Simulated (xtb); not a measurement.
Si(H)(Me)(OMe)(NH2) (C2H9NOSi), SMILES N[SiH](C)OC. All values are semi-empirical tight-binding results from xtb (GFN2-xTB unless named), good for trends rather than for accurate numbers. Coordinates come from a GFN2-xTB optimisation. One conformer was computed; it need not be the lowest.

The orbital gap is 6.71 eV. The dipole moment is 1.23 D, the zero-point energy comes out as 70.2 kcal/mol and the G − E(el) at 298.15 K (modified RRHO) is 49.6 kcal/mol. The static polarisability (D4 model) is 69.8 bohr³ and the solvation energy, GFN2-xTB/ALPB(water) comes out as -2.8 kcal/mol. The solvation energy, GFN2-xTB/ALPB(acetone) is -6.3 kcal/mol.
